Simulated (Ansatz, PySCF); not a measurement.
CH10N2Si3, SMILES [SiH2]1C[SiH2][Si@@H](N1)N. Atoms are numbered in the order given.

```xyz
16

N      2.2845    -0.4219    -1.3181
Si     1.3710    -0.1378     0.1225
N      0.1398    -1.3144     0.5579
Si    -1.5660    -0.9456     0.6304
C     -1.7395     0.7038    -0.2625
Si    -0.1209     1.6685    -0.0374
H      3.1128    -1.0056    -1.2955
H      1.8351    -0.4585    -2.2257
H      2.4115    -0.0701     1.1943
H      0.4377    -2.2400     0.8570
H     -2.0712    -0.8211     2.0374
H     -2.3716    -2.0297    -0.0197
H     -1.8725     0.5049    -1.3397
H     -2.6204     1.2665     0.0837
H      0.1299     2.6297    -1.1570
H     -0.1556     2.4435     1.2441
```

Coordinates come from a PBE0-D3(BJ)/def2-SVP optimisation. The structure was generated by enumeration; whether it is a known compound was not checked. Other conformers were not sampled.

Two levels are set side by side: PBE-D3(BJ)/def2-SVP (Ansatz, a first-principles code) and PBE0-D3(BJ)/def2-SVP (Ansatz). Each level has its own optimised geometry; the coordinates shown are those of the second. Frequencies come from the Hessian of PySCF at each geometry. Differences are taken from unrounded values.

```
quantity                            PBE0-D3(BJ)
----------------------------------  -----------
mean bond length (Å)                      1.506
bond N1–Si2 (Å)                           1.729
bond Si2–N3 (Å)                           1.758
bond Si2–Si6 (Å)                          2.348
bond N3–Si4 (Å)                           1.747
bond Si4–C5 (Å)                           1.884
bond C5–Si6 (Å)                           1.898
bond N1–H7 (Å)                            1.014
bond N1–H8 (Å)                            1.013
bond Si2–H9 (Å)                           1.495
bond N3–H10 (Å)                           1.017
bond Si4–H11 (Å)                          1.500
bond Si4–H12 (Å)                          1.499
bond C5–H13 (Å)                           1.103
bond C5–H14 (Å)                           1.101
bond Si6–H15 (Å)                          1.497
bond Si6–H16 (Å)                          1.498
highest harmonic wavenumber (cm⁻¹)         3713
mean harmonic wavenumber (cm⁻¹)            1187
zero-point energy (kcal/mol)              71.28
```

Question: What does PBE-D3(BJ) give, and how far is it from PBE0-D3(BJ)? (The exact figures need the calculation; the answer reports its results.)

Answer: 
| quantity | PBE-D3(BJ) | PBE-D3(BJ) minus PBE0-D3(BJ) |
|---|---|---|
| mean bond length (Å) | 1.517 | 0.011 |
| bond N1–Si2 (Å) | 1.745 | 0.016 |
| bond Si2–N3 (Å) | 1.773 | 0.015 |
| bond Si2–Si6 (Å) | 2.356 | 0.008 |
| bond N3–Si4 (Å) | 1.760 | 0.013 |
| bond Si4–C5 (Å) | 1.895 | 0.012 |
| bond C5–Si6 (Å) | 1.910 | 0.012 |
| bond N1–H7 (Å) | 1.023 | 0.010 |
| bond N1–H8 (Å) | 1.023 | 0.010 |
| bond Si2–H9 (Å) | 1.506 | 0.011 |
| bond N3–H10 (Å) | 1.026 | 0.009 |
| bond Si4–H11 (Å) | 1.511 | 0.011 |
| bond Si4–H12 (Å) | 1.510 | 0.011 |
| bond C5–H13 (Å) | 1.111 | 0.007 |
| bond C5–H14 (Å) | 1.109 | 0.008 |
| bond Si6–H15 (Å) | 1.507 | 0.010 |
| bond Si6–H16 (Å) | 1.508 | 0.010 |
| highest harmonic wavenumber (cm⁻¹) | 3578 | -135 |
| mean harmonic wavenumber (cm⁻¹) | 1148 | -39 |
| zero-point energy (kcal/mol) | 68.94 | -2.34 |

Exact exchange shortens and stiffens bonds; PBE has none. Differences between two approximate levels are no errors against the true value.
